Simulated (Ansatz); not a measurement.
Two members of one family (Same ligands, another metal), computed with Ansatz in the gas phase; def2 core potentials for Mo, W, no spin–orbit coupling. The two geometries come from different levels. A dash marks a value that wasn't run or was left out as unsound. The structures are stationary points that may keep the symmetry of their start. Remarks come from the PBE and PBE0 runs and from stability tests at other levels; not every state was tested. A HOMO above zero means that the electron is unbound at that level and held by the basis, or that self-interaction error raises the level; the energy of removing that electron tells which. HOMO above LUMO (over both spins in singlets and doublets, within one spin in higher multiplets; at PBE or PBE0), or a gap under 0.15 eV within one spin, warns that the state may not be the lowest or that an electron is smeared out.

First: [MoO3S]2- (singlet, charge -2, r2SCAN-D4/def2-SVPD geometry).

```xyz
5

Mo   -0.067    0.067    0.008
O    -1.246   -0.392    1.229
O     0.652    1.602    0.473
O    -0.903    0.281   -1.523
S     1.563   -1.559   -0.187
```

```csv
level,HOMO (eV),vertical IE (eV)
PBE-D4/def2-SVPD,3.61,–
PBE-D4/def2-TZVPD,3.63,-0.95
r2SCAN-D4/def2-TZVPD,3.43,-0.92
PBE0-D4/def2-SVPD,2.53,–
HSE06-D4/def2-TZVPD,2.97,–
```

Metal–donor distances: 3 × O 1.76 Å, 1 × S 2.31 Å. Remarks: HOMO above zero at PBE or PBE0.

Second: [WO3S]2- (singlet, charge -2, PBE-D4/def2-SVPD geometry).

| atom | x (Å) | y (Å) | z (Å) |
| --- | --- | --- | --- |
| W1 | 0.0663 | 0.0550 | 0.0133 |
| O2 | 0.8578 | 0.4853 | -1.5372 |
| O3 | -0.5234 | 1.5644 | 0.7827 |
| O4 | 1.2973 | -0.6819 | 1.0892 |
| S5 | -1.6980 | -1.4228 | -0.3480 |

Estimate how these quantities change from the first to the second (second minus first).


| level | Δ HOMO (eV) | Δ vertical IE (eV) |
| --- | --- | --- |
| PBE-D4/def2-SVPD | -0.13 | – |
| PBE-D4/def2-TZVPD | -0.15 | 0.15 |
| r2SCAN-D4/def2-TZVPD | -0.16 | 0.17 |
| PBE0-D4/def2-SVPD | -0.16 | – |
| HSE06-D4/def2-TZVPD | -0.17 | – |

Metal–donor distances: 3 × O 1.79 Å, 1 × S 2.33 Å. Remarks: HOMO above zero at PBE or PBE0, gap within one spin near zero at PBE or PBE0 (-1 doublet).
